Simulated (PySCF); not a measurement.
Species: C₅H₄F₂.
Bonds: F1–C2, C2–F3, C2–C4, C4–C5 (double), C5–C6, C6–C7 (double), C5–C7. Hydrogens: H8 on C2; H9 on C4; H10 on C6; H11 on C7.

Computed by this run: PySCF, PBE0-D3(BJ)/def2-SVP geometry optimisation, gas phase; density fitting, grid level 1; the optimiser is geomeTRIC in internal coordinates, started from a GFN2-xTB structure with every atom displaced at random (about 0.01 Å).

Step 0: E = -10661.2075 eV
```
atom  x, y, z in Å  |  force x, y, z in eV/Å
F1     -2.1846   -1.5718   -0.4190    0.263   0.646   0.000
C2     -1.5947   -0.3372   -0.5488    0.179  -0.026   0.177
F3     -2.6252    0.5761   -0.5665    0.671  -0.532   0.183
C4     -0.6091   -0.0823    0.5726   -4.956  -0.751   0.409
C5      0.6339    0.1379    0.3626    4.227   0.807  -0.513
C6      1.9745    0.4308    0.8231   -0.787  -0.290  -0.665
C7      1.8008    0.3027   -0.4810   -1.045  -0.033   1.708
H8     -1.0935   -0.3009   -1.5421   -0.183  -0.016   0.227
H9     -1.0729   -0.0917    1.5847    0.453   0.024  -0.494
H10     2.6280    0.5999    1.6549    0.451   0.145   0.457
H11     2.1838    0.3150   -1.4566    0.728   0.026  -1.491
```

Step 1: E = -10661.3831 eV
```
atom  x, y, z in Å  |  force x, y, z in eV/Å
F1     -2.3176   -1.4889   -0.4392   -0.063  -0.281   0.124
C2     -1.5686   -0.3707   -0.5388    0.071   0.430  -0.088
F3     -2.4540    0.6637   -0.6151   -0.179   0.049  -0.065
C4     -0.6579   -0.1755    0.6083    0.467   0.013  -0.168
C5      0.6345    0.1082    0.3924   -0.270  -0.051   0.088
C6      1.9590    0.4523    0.8148    0.000  -0.047   0.113
C7      1.7500    0.3255   -0.4840    0.033   0.007  -0.203
H8     -1.0202   -0.4027   -1.4985    0.015  -0.059   0.019
H9     -1.0787   -0.1694    1.6144   -0.028  -0.056   0.049
H10     2.6483    0.6624    1.6313   -0.010   0.014  -0.048
H11     2.1463    0.3736   -1.5016   -0.037  -0.019   0.178
```

Step 2: E = -10661.3892 eV
```
atom  x, y, z in Å  |  force x, y, z in eV/Å
F1     -2.3113   -1.5097   -0.3724   -0.025  -0.067   0.065
C2     -1.6143   -0.3608   -0.5477    0.231   0.202  -0.176
F3     -2.5471    0.6376   -0.5900    0.145  -0.144   0.042
C4     -0.6376   -0.1455    0.5437   -0.067   0.082   0.331
C5      0.6591    0.1242    0.3661   -0.216  -0.034  -0.310
C6      1.9736    0.4454    0.8341   -0.029  -0.070   0.023
C7      1.8048    0.3327   -0.4725    0.030   0.030  -0.023
H8     -1.1224   -0.4053   -1.5368   -0.038   0.020  -0.021
H9     -1.0412   -0.1601    1.5587   -0.046  -0.024   0.051
H10     2.6410    0.6389    1.6712    0.005   0.012  -0.004
H11     2.2364    0.3812   -1.4705    0.010  -0.006   0.022
```

Task: Estimate the geometry and energy of step 3. (The exact step hangs on the optimiser's Hessian estimate; all steps are aligned on step 2, rigid shifts and turns removed.)

Result: E = -10661.3997 eV, largest force 0.165 eV/Å
```
atom  x, y, z in Å  |  force x, y, z in eV/Å
F1     -2.2661   -1.5130   -0.3866   -0.078  -0.055  -0.053
C2     -1.5862   -0.3481   -0.5471   -0.048   0.016   0.093
F3     -2.5368    0.6302   -0.6132    0.128  -0.104   0.001
C4     -0.6527   -0.1315    0.5789   -0.073   0.099   0.031
C5      0.6389    0.1283    0.3748    0.054   0.032  -0.042
C6      1.9629    0.4364    0.8228    0.015  -0.052  -0.004
C7      1.7740    0.3266   -0.4814   -0.021   0.020   0.076
H8     -1.0655   -0.3849   -1.5216   -0.025   0.035   0.005
H9     -1.0662   -0.1587    1.5917    0.008  -0.002  -0.060
H10     2.6457    0.6231    1.6485    0.013   0.012   0.004
H11     2.1932    0.3702   -1.4828    0.028  -0.002  -0.052
```

The energy changes by -0.0106 eV. The first-order estimate −F·Δx gives -0.0238 eV and the mean of the old and new forces, exact on a quadratic surface, -0.0106 eV. The step makes an angle of 74° with the force vector and moves no atom by more than 0.062 Å.

The cost below is that of the whole optimisation. On Arm Neoverse V1, one thread, shared host with 32 logical CPUs at a one-minute load of 24, this took 38 s and 0.49 GiB of memory at its peak.
